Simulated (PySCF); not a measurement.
# Energy of Mn (manganese, neutral) between two integer charges

The 4s beta orbital of [Ar] 3d5 4s2 is emptied in steps (occupation f), with all orbitals relaxed, ending at [Ar] 3d5 4s1. All numbers are calculated (PySCF 2.14, the non-relativistic Hamiltonian (point nucleus), in aug-cc-pVDZ). The exact energy is a straight line in f; departures are measured from the line between the end points of the same method.

**Question.** Among UHF, LDA, PBE, which shows the largest delocalisation error (convex curve), and which is closest to linear?

**Answer.** Most convex: LDA (-0.731 eV at f = 0.5); closest to linear: UHF (0.037 eV).

```csv
f,UHF (eV),LDA (eV),PBE (eV)
1,0.000,0.000,0.000
0.75,0.030,-0.546,-0.517
0.5,0.037,-0.731,-0.690
0.25,0.026,-0.548,-0.513
0,0.000,0.000,0.000
```

```json
{"method": "UHF", "E(f=0) − E(f=1) (eV)": "5.980", "−ε at f=1 (eV)": "6.153", "−ε at f=0.5 (eV)": "5.970"}
{"method": "LDA", "E(f=0) − E(f=1) (eV)": "7.484", "−ε at f=1 (eV)": "4.587", "−ε at f=0.5 (eV)": "7.479"}
{"method": "PBE", "E(f=0) − E(f=1) (eV)": "7.162", "−ε at f=1 (eV)": "4.414", "−ε at f=0.5 (eV)": "7.166"}
```

Reference removal energy between the ground levels: 7.434 eV (measured; NIST Atomic Spectra Database, ionization energies). UHF lacks correlation.
